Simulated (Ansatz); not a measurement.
Mulliken charges of `BC(O)=[Se]` from ωB97M-V/def2-TZVPP in Ansatz (PBE0-D4/def2-TZVP geometry).

```tsv
atom	x (Å)	y (Å)	z (Å)	charge (e)
B1	-0.345	0.868	-0.192	-0.377
C2	0.076	-0.591	-0.038	0.176
O3	0.898	-1.377	0.595	-0.171
Se4	-1.160	-1.014	-1.249	-0.026
H5	-1.132	1.326	0.584	0.087
H6	0.274	1.571	-0.936	0.087
H7	1.450	-0.850	1.190	0.223
```

Task: By hand: the dipole of these point charges (1 e Å = 4.8032 D).

Result: Σ q r = (0.269, -0.107, 0.231) e Å, of length 0.370 e Å = 1.78 D.

Task: How does the dipole of the full density compare? (Best estimate.)

Result: Computed: (0.412, -0.060, 0.371) e Å, 2.68 D; the point charges give 0.66 times that, at 11° from its direction.

Point charges leave out the atoms' own dipoles, such as those of lone pairs, and Mulliken's split depends on the basis, so the two needn't agree.
